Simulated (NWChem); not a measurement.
Molecule: LiOH; SMILES [OH][Li]

```xyz
3

Li    -0.7681    -0.7187    -0.6607
O      0.1917     0.1794     0.1649
H      0.7808     0.7305     0.6716
```
Atoms are numbered in this order, from 1.

Structure relaxed at the PBE0/def2-SVP level.

Problem. List the 4 lowest vertical singlet excitations from PBE/6-31G* (spherical d), TDA (NWChem).

Solution. 
```json
[
 {"state": "S1", "energy (eV)": "2.97", "oscillator strength": "0.035", "leading excitation (squared amplitude)": "HOMO−1 → LUMO (1.00)"},
 {"state": "S2", "energy (eV)": "2.97", "oscillator strength": "0.035", "leading excitation (squared amplitude)": "HOMO → LUMO (1.00)"},
 {"state": "S3", "energy (eV)": "5.04", "oscillator strength": "0.000", "leading excitation (squared amplitude)": "HOMO → LUMO+2 (0.43)"},
 {"state": "S4", "energy (eV)": "5.04", "oscillator strength": "0.000", "leading excitation (squared amplitude)": "HOMO−1 → LUMO+2 (0.44)"}
]
```
